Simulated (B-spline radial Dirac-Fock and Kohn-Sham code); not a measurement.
Kohn-Sham estimates against Dirac-Fock for the levels of Bi⁵³⁺

System: the Bi⁵³⁺ ion in the configuration [Ar] 3d10 4s2.

The density-functional columns are spherical, spin-unpolarised Dirac-Kohn-Sham results without Breit or QED terms: −ε is minus the orbital energy of the initial state and ΔSCF the difference of two total energies. The reference in the last column comes from Dirac-Fock ΔSCF + Breit + QED. All numbers are from a radial finite-basis atomic code, in eV; a selection of levels is shown. For the 1s level of heavy atoms much of the gap between ΔSCF and the reference is the Breit and QED part, -514.4 eV here; for other levels the error of the functional can be larger.

```
level   LDA −ε  LDA ΔSCF  Dirac-Fock
    K  93388.1   94083.2     93577.9
   L1  19176.9   19337.8     19385.0
   L2  18568.4   18766.8     18714.8
   L3  16240.2   16409.5     16410.5
   M1   6711.6    6779.2      6832.3
   M2   6442.4    6514.0      6537.3
   M3   5897.2    5963.0      5991.3
   M4   5465.3    5540.9      5535.9
   M5   5347.6    5421.1      5420.5
   N1   3312.9    3346.9      3328.9
```

For the outermost level NIST gives 3329 ± 5 eV (theoretical); the differences from it are LDA −ε -16.09, LDA ΔSCF +17.88, Dirac-Fock -0.08 eV.

Values without a named source are computed, but for edge energies of neutral atoms, which are taken from tables.
